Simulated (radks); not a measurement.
Species: the magnesium ion Mg+. Configuration: [Ne] 3s1.

All-electron calculation, scalar-relativistic Kohn-Sham, TASK exchange with Perdew-Wang LDA correlation, spin-polarised, spherical densities, finite nucleus; open shells are filled with parallel spins first; meta-GGA in the generalised Kohn-Sham scheme; Fermi nuclear charge, rms radius 3.057 fm. Program: a radial shooting solver on a logarithmic mesh with Libxc functionals.

Energy parts (eV):
total: -5445.170
kinetic: 5445.770
electron-nucleus: -12958.136
Hartree: 2510.390
exchange-correlation: -443.193

Orbitals (lengths in bohr, moments of r in powers of bohr; <r^-3> diverges for s and p1/2):
| orbital | occ. | eigenvalue (eV) | <r^4> | <r> | <r^-3> | <1/r> |
|---|---|---|---|---|---|---|
| 1s up | 1 | -1279.636 | 0.001400 | 0.1309 | - | 11.61 |
| 1s down | 1 | -1279.538 | 0.001400 | 0.1309 | - | 11.61 |
| 2s up | 1 | -93.3123 | 0.6468 | 0.6950 | - | 2.111 |
| 2s down | 1 | -93.2710 | 0.6455 | 0.6962 | - | 2.108 |
| 2p up | 3 | -58.1814 | 0.8529 | 0.6829 | 25.65 | 1.964 |
| 2p down | 3 | -58.1227 | 0.8067 | 0.6813 | 25.64 | 1.964 |
| 3s up | 1 | -12.0870 | 140.1 | 2.872 | - | 0.4532 |

The highest occupied level is 3s up at -12.087 eV. The spin density at the nucleus is 2.151 e/bohr^3 (1s 0.063, 2s 0.100, 3s 1.988). For comparison, the ionisation energy in NIST's Atomic Spectra Database is 15.035 eV (measured). In exact Kohn-Sham theory the highest level is minus the ionisation energy, but local and semilocal functionals leave it too shallow, through self-interaction and a potential that decays too fast; potentials with the right tail come closer.
